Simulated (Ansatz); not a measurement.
Ansatz results at the PBE0-D4/def2-TZVP geometry: HOMO–LUMO gap (B3LYP/def2-TZVPP) 6.93 eV; HOMO energy (PBE0/def2-TZVPP) -7.41 eV; HOMO–LUMO gap (ωB97M-V/def2-TZVPP) 11.51 eV.

Each molecule was computed in one conformer, which needn't be the lowest.

Task: Which molecule gave them?
A. `P[SiH2]Cl`
B. `B/N=C\OCC`
C. `C=C(O)B(C)N`
D. `BC(O)C(=C)N`

Result: B. The others give `P[SiH2]Cl`: 7.33, -7.88, 11.68; `BC(O)C(=C)N`: 4.50, -6.27, 9.10; `C=C(O)B(C)N`: 5.79, -6.56, 10.49.

B3LYP here is the variant with VWN-RPA as its local correlation; programs differ in this.
